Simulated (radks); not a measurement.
Results of a calculation; reference values are marked as such.
Hf, configuration [Xe] 4f14 5d2 6s1 5f1 (not the ground configuration). Code: a radial shooting solver on a logarithmic mesh with Libxc functionals. Model: scalar-relativistic Kohn-Sham, B86b exchange with PBE correlation, spin-polarised, spherical densities, finite nucleus; open shells are filled with parallel spins first (spin-orbit coupling, left out, can overturn this in heavy ions); Fermi nuclear charge, rms radius 5.347 fm.

Local quantities along the radius. ELF = 1/(1 + alpha^2) is the electron localisation function; alpha = (tau - tau_W)/tau_unif compares the Pauli kinetic energy density with that of the uniform gas (summed over spins); 4 pi r^2 rho is in e/bohr; s = |grad rho|/(2 (3 pi^2)^(1/3) rho^(4/3)) is the reduced gradient; -r V(r) is the screened charge that the Kohn-Sham potential of spin up presents (atomic units). tau is taken from the large components.

| r (bohr) | ELF | alpha | 4 pi r^2 rho | s | -r V(r) |
|---|---|---|---|---|---|
| 0.001416 | 0.999 | 0.02519 | 11.60 | 0.7435 | 71.43 |
| 0.002013 | 0.999 | 0.02849 | 19.36 | 0.6545 | 71.16 |
| 0.002862 | 0.999 | 0.03446 | 31.15 | 0.6007 | 70.78 |
| 0.004102 | 0.998 | 0.04589 | 48.01 | 0.5769 | 70.23 |
| 0.005833 | 0.995 | 0.06840 | 68.03 | 0.5824 | 69.48 |
| 0.008294 | 0.986 | 0.1190 | 87.10 | 0.6170 | 68.44 |
| 0.01189 | 0.939 | 0.2547 | 97.65 | 0.6796 | 67.01 |
| 0.0169 | 0.718 | 0.6268 | 94.31 | 0.7265 | 65.14 |
| 0.02404 | 0.370 | 1.306 | 86.89 | 0.6057 | 62.68 |
| 0.03445 | 0.415 | 1.187 | 98.14 | 0.3247 | 59.47 |
| 0.04899 | 0.702 | 0.6515 | 125.8 | 0.3095 | 55.57 |
| 0.07021 | 0.671 | 0.7000 | 125.3 | 0.4589 | 50.63 |
| 0.09984 | 0.351 | 1.359 | 101.3 | 0.3932 | 44.90 |
| 0.142 | 0.582 | 0.8477 | 114.7 | 0.2176 | 38.53 |
| 0.2035 | 0.687 | 0.6749 | 103.5 | 0.4506 | 31.49 |
| 0.2893 | 0.258 | 1.696 | 60.20 | 0.3881 | 24.38 |
| 0.4114 | 0.643 | 0.7459 | 70.00 | 0.1982 | 17.65 |
| 0.5897 | 0.626 | 0.7729 | 51.70 | 0.4813 | 11.60 |
| 0.8384 | 0.344 | 1.379 | 23.08 | 0.5604 | 7.372 |
| 1.192 | 0.535 | 0.9315 | 13.00 | 0.5637 | 4.694 |
| 1.709 | 0.458 | 1.089 | 5.334 | 0.9298 | 3.000 |
| 2.43 | 0.278 | 1.611 | 1.723 | 1.139 | 2.109 |
| 3.455 | 0.413 | 1.193 | 0.6441 | 1.504 | 1.613 |
| 4.952 | 0.150 | 2.384 | 0.1311 | 3.362 | 1.194 |
| 7.041 | 0.001 | 44.19 | 0.01771 | 3.657 | 0.9814 |
| 10.01 | 0.005 | 14.32 | 0.03593 | 0.8032 | 0.8480 |
| 14.35 | 0.026 | 6.149 | 0.08675 | 0.3303 | 0.8493 |
| 20.41 | 0.019 | 7.204 | 0.04811 | 2.532 | 0.6182 |
| 29.01 | 0.001 | 28.98 | 0.004194 | 8.638 | 0.3937 |

On this mesh the ELF has minima near r = 0.029, 0.100, 0.29, 0.84, 2.4 bohr, which separate the shells, and maxima near 0.058 (0.74), 0.17 (0.72), 0.49 (0.71), 1.4 (0.57), 3.5 (0.41).

Self-consistent cycle (total energy in hartree, residual of the potential): 1: -15071.17034, 7e+00; 2: -15076.35409, 3e+00; 3: -15077.12152, 9e-01; 4: -15077.09381, 5e-01; 5: -15077.11954, 2e-01; 6: -15077.13028, 1e-01; 7: -15077.13306, 3e-02; 8: -15077.13317, 1e-02; 9: -15077.13320, 8e-04; 10: -15077.13319, 3e-03; 11: -15077.13319, 9e-04; 12: -15077.13319, 6e-05; 13: -15077.13319, 2e-05; 14: -15077.13319, 9e-06; 15: -15077.13319, 7e-06; 16: -15077.13319, 3e-06; 17: -15077.13319, 1e-06; 18: -15077.13319, 7e-07; 19: -15077.13319, 2e-07; 20: -15077.13319, 9e-08; 21: -15077.13319, 8e-08; 22: -15077.13319, 3e-08; 23: -15077.13319, 5e-09.
